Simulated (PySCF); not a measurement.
Two species compared at the same levels of theory.

First species: C4H4F2.
SMILES: `C#CCC(F)F`

Second species: C5H5NO2Si.
SMILES: `N#C[Si@H]1C=C(OC=O)C1`

Levels: CAM-B3LYP/def2-SVPD for dipole moment, HOMO energy, LUMO energy, HOMO–LUMO gap, static isotropic polarisability and electronic spatial extent ⟨r²⟩ about the centre of nuclear charge; TDDFT CAM-B3LYP/def2-SVPD for lowest singlet excitation; TDA CAM-B3LYP/def2-SVPD for lowest triplet excitation (Tamm–Dancoff); GFN2-xTB for rotational constant A and rotational constant C. Geometries: GFN2-xTB. All species are isolated and taken at one optimised geometry, non-relativistic unless stated. Electronic properties by PySCF.

Dipoles, sizes and rotational constants follow the conformer. The torsions of the flexible species, by atom-mapped SMILES:
- `[CH:1]#[C:2][CH2:3][CH:4]([F:5])[F:6]`: C2–C3–C4–F5 170°
- `[N:1]#[C:2][Si@H:3]1[CH:4]=[C:5]([O:6][CH:7]=[O:8])[CH2:9]1`: C4–C5–O6–C7 -3°, C5–O6–C7–O8 -1°

Q: Which of the two has the higher ⟨r²⟩, and by how much?

A: The second: 1692 bohr² against 624 bohr², a difference of 1068 bohr².

Q: Which of the two has the higher S1 energy, and by how much?

A: The first: 6.66 eV against 5.54 eV, a difference of 1.12 eV.

Q: Which has the higher dipole moment?

A: The second: 4.03 D against 1.99 D, a difference of 2.04 D.

Q: Which has the higher HOMO–LUMO gap?

A: The first: 10.94 eV against 9.23 eV, a difference of 1.71 eV.

Q: Which of the two has the higher T1 energy, and by how much?

A: The first: 5.52 eV against 4.30 eV, a difference of 1.22 eV.

Q: Which has the higher static isotropic polarisability?

A: The second: 90.7 au against 47.8 au, a difference of 42.9 au.

Q: Which of the two has the higher HOMO energy, and by how much?

A: The second: -9.38 eV against -9.69 eV, a difference of 0.31 eV.

Q: Which of the two has the higher rotational constant A, and by how much?

A: The first: 8.596 GHz against 3.589 GHz, a difference of 5.007 GHz.

On the first: S1 lies 4.28 eV below the HOMO–LUMO gap; its leading configuration is HOMO→LUMO+1, weight 0.55. A dipole of 1.99 D is allowed in C1, and pure rotational transitions are dipole-allowed.

On the second: The polarisability is 13.44 Å³ as a volume (1 au = 0.148185 Å³), or 1.26 au for each of the 72 electrons. The 8 singlets span 5.54 to 7.34 eV, and their oscillator strengths add up to 0.32.
